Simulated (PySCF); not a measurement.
C7H16, charge +1, doublet, at a GFN2-xTB geometry (a state made from the parent by changing its charge; the spin is typed, not shown lowest), with bond 20-6 at 1.3 times its length. Base run: HF/STO-3G (PySCF).

Geometry (Å):
```xyz
23

C     -3.8179     0.2982    -0.0888
C     -2.5418    -0.4210     0.2715
C     -1.2723     0.2983    -0.1329
C      0.0052    -0.4473     0.2336
C      1.2653     0.3027    -0.1810
C      2.5516    -0.4169     0.1661
C      3.8108     0.3128    -0.2303
H     -4.6857    -0.2702     0.2333
H     -3.8922     0.4642    -1.1655
H     -3.8613     1.2885     0.3689
H     -2.5322    -0.6154     1.3541
H     -2.5590    -1.4276    -0.1712
H     -1.2904     0.4830    -1.2138
H     -1.2590     1.2939     0.3270
H     -0.0022    -1.4346    -0.2384
H      0.0261    -0.6237     1.3135
H      1.2697     1.2955     0.2848
H      1.2383     0.4936    -1.2606
H      2.5558    -1.4165    -0.2928
H      2.5923    -0.6916     1.5687
H      3.8405     0.5036    -1.3050
H      4.6919    -0.2603     0.0438
H      3.8718     1.2926     0.2478
```
Charge +1, spin multiplicity 2.
Orbitals are unrestricted.
All else is at PySCF's defaults.
Base energy -270.78295 Eh.

Each row names what was changed in the base input (with any setting that the change needs).

| change | ΔE vs base (mEh) | SCF cycles | <S^2> | outcome |
|---|---|---|---|---|
| base | 0.000 | 21 | 0.763 | converged |
| solver = newton; init_guess = 1e | -25.398 | - | 0.758 | another SCF solution |
| level_shift = 1.0 (with mf.max_cycle = 100) | 0.000 | 57 | 0.763 | converged |
| init_guess = mod_huckel | -25.398 | 18 | 0.758 | another SCF solution |
| diis = off (with mf.max_cycle = 100) | 0.000 | 56 | 0.763 | converged |
| DIIS = EDIIS | - | 50 | - | not converged |
| diis = off; damp = 0.6 (with mf.diis_start_cycle = 200; with mf.max_cycle = 150) | 0.000 | 127 | 0.763 | converged |
| level_shift = 0.1 (with mf.max_cycle = 100) | 0.000 | 24 | 0.763 | converged |
| diis_space = 20 | 0.000 | 20 | 0.763 | converged |
| level_shift = 0.3 (with mf.max_cycle = 100) | 0.000 | 31 | 0.763 | converged |
| conv_tol_grad = 1e-3 | 0.000 | 21 | 0.763 | converged |
| conv_tol = 1e-4 | 0.047 | 7 | 0.763 | converged |
| init_guess = huckel | -25.398 | 17 | 0.758 | another SCF solution |

A guess, shift, damping, solver or small numerical setting can't move a converged solution much, so rows marked as another SCF solution ended in a different state.

Open shells are given as the SCF converged; they aren't shown to be the lowest states, and a large step between rows can be another state.
